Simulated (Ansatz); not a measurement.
## Molecular dynamics of ClHOZn

Input:

```yaml
crystal:
  periodic: [false, false, false]
  atoms:
    - { symbol: Zn, position_ang: [-0.063545, -0.019661, -0.04622] }
    - { symbol: O, position_ang: [-0.029092, -0.009001, 1.720077] }
    - { symbol: H, position_ang: [-0.853603, -0.264106, 2.145639] }
    - { symbol: Cl, position_ang: [0.03674, 0.011367, -2.142396] }
basis:
  gaussian: { orbitals: def2-SVP }
hamiltonian:
  xc: pbe0
  dispersion: d4
md:
  timestep: 0.5
  n_steps: 250
  ensemble: nvt_langevin
  temperature: 300.0
  initial_velocities: maxwell_boltzmann
  seed: 685881
  friction: 0.001
```

Run as:

```bash
$ ansatz run input.yaml --threads 1 --pin off --max-ram 2048MiB --backend cpu --events-out ev --progress --plain --runs-dir out
```

It starts from a relaxed structure.

Output, in part (one step line in 9, the closing report, with atoms numbered from 0):

```
md step     0: t =     0.00 fs  T =   225.0 K  F+E_penalty+E_count = -62981.95655987 eV  E_kin = 0.116334 eV  (28 SCF iters)
md step     9: t =     4.50 fs  T =   189.2 K  F+E_penalty+E_count = -62981.94431720 eV  E_kin = 0.097847 eV  (24 SCF iters)
md step    18: t =     9.00 fs  T =   130.7 K  F+E_penalty+E_count = -62981.92473208 eV  E_kin = 0.067580 eV  (25 SCF iters)
md step    27: t =    13.50 fs  T =    92.3 K  F+E_penalty+E_count = -62981.90668780 eV  E_kin = 0.047743 eV  (24 SCF iters)
md step    36: t =    18.00 fs  T =    95.7 K  F+E_penalty+E_count = -62981.90308273 eV  E_kin = 0.049487 eV  (24 SCF iters)
md step    45: t =    22.50 fs  T =    91.9 K  F+E_penalty+E_count = -62981.89834096 eV  E_kin = 0.047540 eV  (27 SCF iters)
md step    54: t =    27.00 fs  T =    91.5 K  F+E_penalty+E_count = -62981.89896625 eV  E_kin = 0.047289 eV  (24 SCF iters)
md step    63: t =    31.50 fs  T =    97.1 K  F+E_penalty+E_count = -62981.89788291 eV  E_kin = 0.050227 eV  (24 SCF iters)
md step    72: t =    36.00 fs  T =    95.6 K  F+E_penalty+E_count = -62981.90747098 eV  E_kin = 0.049414 eV  (24 SCF iters)
md step    81: t =    40.50 fs  T =   127.9 K  F+E_penalty+E_count = -62981.92387358 eV  E_kin = 0.066137 eV  (24 SCF iters)
md step    90: t =    45.00 fs  T =   166.3 K  F+E_penalty+E_count = -62981.94193026 eV  E_kin = 0.085994 eV  (24 SCF iters)
md step    99: t =    49.50 fs  T =   159.7 K  F+E_penalty+E_count = -62981.93920835 eV  E_kin = 0.082559 eV  (24 SCF iters)
md step   108: t =    54.00 fs  T =   129.8 K  F+E_penalty+E_count = -62981.92188064 eV  E_kin = 0.067135 eV  (22 SCF iters)
md step   117: t =    58.50 fs  T =    99.2 K  F+E_penalty+E_count = -62981.90044529 eV  E_kin = 0.051299 eV  (24 SCF iters)
md step   126: t =    63.00 fs  T =   102.8 K  F+E_penalty+E_count = -62981.90106939 eV  E_kin = 0.053171 eV  (24 SCF iters)
md step   135: t =    67.50 fs  T =   129.3 K  F+E_penalty+E_count = -62981.91735844 eV  E_kin = 0.066829 eV  (25 SCF iters)
md step   144: t =    72.00 fs  T =   162.5 K  F+E_penalty+E_count = -62981.93406393 eV  E_kin = 0.084012 eV  (24 SCF iters)
md step   153: t =    76.50 fs  T =   166.7 K  F+E_penalty+E_count = -62981.93948835 eV  E_kin = 0.086170 eV  (25 SCF iters)
md step   162: t =    81.00 fs  T =   149.1 K  F+E_penalty+E_count = -62981.93264236 eV  E_kin = 0.077107 eV  (24 SCF iters)
md step   171: t =    85.50 fs  T =   131.4 K  F+E_penalty+E_count = -62981.93156397 eV  E_kin = 0.067943 eV  (25 SCF iters)
md step   180: t =    90.00 fs  T =   123.5 K  F+E_penalty+E_count = -62981.92841236 eV  E_kin = 0.063869 eV  (24 SCF iters)
md step   189: t =    94.50 fs  T =   133.4 K  F+E_penalty+E_count = -62981.92982412 eV  E_kin = 0.068978 eV  (25 SCF iters)
md step   198: t =    99.00 fs  T =   107.0 K  F+E_penalty+E_count = -62981.91536939 eV  E_kin = 0.055334 eV  (23 SCF iters)
md step   207: t =   103.50 fs  T =    65.7 K  F+E_penalty+E_count = -62981.90180611 eV  E_kin = 0.033973 eV  (25 SCF iters)
md step   216: t =   108.00 fs  T =    49.3 K  F+E_penalty+E_count = -62981.89485043 eV  E_kin = 0.025473 eV  (24 SCF iters)
md step   225: t =   112.50 fs  T =    63.5 K  F+E_penalty+E_count = -62981.90612806 eV  E_kin = 0.032845 eV  (24 SCF iters)
md step   234: t =   117.00 fs  T =   101.2 K  F+E_penalty+E_count = -62981.92281508 eV  E_kin = 0.052335 eV  (24 SCF iters)
md step   243: t =   121.50 fs  T =   128.0 K  F+E_penalty+E_count = -62981.93189667 eV  E_kin = 0.066185 eV  (24 SCF iters)
md step   250: t =   125.00 fs  T =   124.9 K  F+E_penalty+E_count = -62981.92242220 eV  E_kin = 0.064597 eV  (27 SCF iters)
Total energy: -62981.92245347 eV, -2314.5429594847 hartree
Atom 0 at    -0.069570    -0.096040    -0.053446 Å, force    -0.168942     0.168640     0.428468 eV/Å
Atom 1 at    -0.425301    -0.067692     1.703249 Å, force     1.212359    -0.325795     0.153145 eV/Å
Atom 2 at     0.394545    -0.252278     2.225397 Å, force    -1.060407     0.227272    -0.570100 eV/Å
Atom 3 at     0.182519     0.119114    -2.126278 Å, force     0.016990    -0.070117    -0.011512 eV/Å
Dipole moment:     0.286853    -0.151364     0.257470 e Å
```

All steps were run. The mean temperature of the second half is 61 % below the set value. A run of 0.12 ps of so small a system gives no equilibrium averages.

The same pairs are bonded in the first frame and the last. Pairs count as bonded within 1.25 times the sum of covalent radii (0.12 Å more for H–H).

Last frame:

```xyz
4
Properties=species:S:1:pos:R:3
Zn -0.070 -0.096 -0.053
O -0.425 -0.068 1.703
H 0.395 -0.252 2.225
Cl 0.182 0.119 -2.126
```

The run took 9 min on 1 thread of Arm Neoverse V1 (shared host), peak memory 0.13 GiB.
